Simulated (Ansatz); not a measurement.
C2H8OSi2 can be A, `C=C([SiH3])[SiH2]O`, or B, `O[Si]1([SiH3])CC1`.

Isolated molecules relaxed with PBE0-D4/def2-TZVP in Ansatz; ΔE leaves out vibrations. CCSD(T)/CBS is the MP2 limit (def2-TZVPP, def2-QZVPP) plus CCSD(T) − MP2 in def2-TZVPP, frozen cores. DFT in def2-TZVPP. B3LYP here is the variant with VWN-RPA as its local correlation; programs differ in this. Each species was taken in one conformer, which may not be the lowest.

Which is lower in electronic energy at CCSD(T)/CBS, and by how much? (Best estimate.)

Ansatz gave: A, by 42.1 kJ/mol.

Give E(B) − E(A) in kJ/mol with B2PLYP, B3LYP-D4, HF/def2-TZVPP, r2SCAN-D4, ωB97M-V, B3LYP, PBE-D4. (An estimate is asked.)

Computed: B2PLYP 43.5, B3LYP-D4 44.8, HF/def2-TZVPP 73.6, r2SCAN-D4 23.0, ωB97M-V 36.4, B3LYP 41.7, PBE-D4 12.9. None reverses the order clearly.

Largest T1 diagnostic: 0.012.

In def2-TZVPP, CCSD(T) changes the Hartree–Fock value by −30.6 kJ/mol (the triples alone add −1.3 kJ/mol) and MP2 by −34.4 kJ/mol. The D4 term adds +3.0 kJ/mol with B3LYP and +1.5 kJ/mol with PBE0; it sums over pairs of atoms, weighted by their polarisabilities, and B3LYP, whose exchange is more repulsive, gets the larger term.
